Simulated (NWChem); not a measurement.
Species: HSeBr; SMILES Br[SeH]

```xyz
3

Se     0.0333    -1.1528     0.0000
H     -1.4366    -1.2725     0.0000
Br     0.0206     1.1730     0.0000
```
Atoms are numbered in this order, from 1.

All runs: NWChem. Pople sets run with spherical d functions. All runs use the structure optimised with PBE0/def2-SVP. GIAO values for the isolated, static molecule; σ is the absolute isotropic shielding, δ = σ(reference) − σ with the isolated reference molecule computed at the same levels (1H: tetramethylsilane). Spin-orbit effects, on the heavy nuclei and on their neighbours, are missing.

For level B3LYP/6-31G*:

| Quantity | Value |
|---|---|
| σ Se1 (ppm) | 1272.8 |
| δ H2 (ppm) | 4.95 |

Problem. Estimate the same quantities for level KT2/pcSseg-1.

Solution. The σ Se1 (ppm) is 1191.8 and the δ H2 (ppm) is 5.17.
